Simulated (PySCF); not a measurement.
# Structure from NMR data

Molecular formula: C5H7O3P. Simulated spectra:

¹H NMR (400 MHz, computed): δ 7.71 (m, 1H), 7.52 (m, 1H), 7.00 (m, 1H), 2.84 (br s, 1H), 1.54 (m, 3H).

¹³C{¹H} NMR (computed): δ 150.8 (CH), 147.3 (CH), 128.2 (C), 119.5 (CH), 24.0 (CH3).

PySCF 2.14.0 with density-fitted response routines calculation with σ from GIAO-PBE0/pcSseg-1 and structure optimised with GFN2-xTB; fast rotation and ring inversion assumed for equivalent nuclei, non-relativistic, one computed conformer, no solvent model.

Scale: TMS for ¹H (σref 31.72), ¹³C (σref 186.93) (reference shieldings calculated alike).

Question: What is the structure?

Answer: 
5 carbon signals for 5 carbons: no two carbons are equivalent. Carbon types of the structure: 1 × C, 3 × CH, 1 × CH3, leaving 1 H on heteroatoms. δC 150.8, 147.3: aromatic CH next to the ring oxygen. δC 128.2: substituted aromatic carbon. δC 119.5: aromatic CH. δC 24.0: methyl carbon bonded to P. δH 7.71, 7.52: hydrogen on an aromatic CH next to the ring oxygen; ring-current deshielding. δH 7.00: hydrogen on an aromatic CH; the ring current deshields protons in the ring plane. δH 2.84: hydrogen on an oxygen bonded to P; exchangeable; this is the value without hydrogen bonding to other molecules.

Structure: SMILES C[P@@](=O)(O)c1ccoc1.

This is the structure that produced the data.

OH and NH positions are those of a molecule without intermolecular hydrogen bonds; in solution they move with solvent, concentration and temperature, and exchange usually removes their couplings. Splittings by ³¹P in the carbon and heteronuclear signals aren't shown, as no couplings were computed. Shifts are as computed. Against solution values, carbons near 30 ppm lie about +3 ppm off and those near 130 ppm about +5 ppm. Of 1211 compounds with measured shifts, 218 miss one by over three times the rms of a fit or turn the order of signals round; such compounds aren't used in these exercises. No couplings were computed; multiplicities are counted from neighbouring protons, with m where these are inequivalent, close in shift, in a saturated or five-membered ring or joined by F or P, and br s for small geminal =CH2 splittings.
